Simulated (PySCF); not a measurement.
Input file for PySCF: R-HF/STO-3G on FGeHS (SMILES [F][Ge][SH]), a point of a torsion scan.

```python
from pyscf import gto, scf, dft, mp
from pyscf.data.elements import chemcore

mol = gto.M(
    atom='''
    F     1.67878366   -0.64926017    0.14876306
    Ge    0.91969194    0.92463928   -0.33099449
    S    -1.17201958    0.45298338    0.37485215
    H    -1.73503786    1.23084251   -0.54774831
    ''',
    basis='sto-3g',
    charge=0, spin=0, verbose=3, max_memory=1800)
mf = scf.RHF(mol)
mf.conv_tol = 1e-8
mf.max_cycle = 100
mf.kernel()
if not mf.converged:
    mf = mf.newton().run(mf.mo_coeff, mf.mo_occ)
```

The log:

```
converged SCF energy = -2543.53549746649
```

Self-consistency was reached.

Cost: around 0.3 core-seconds (rough).
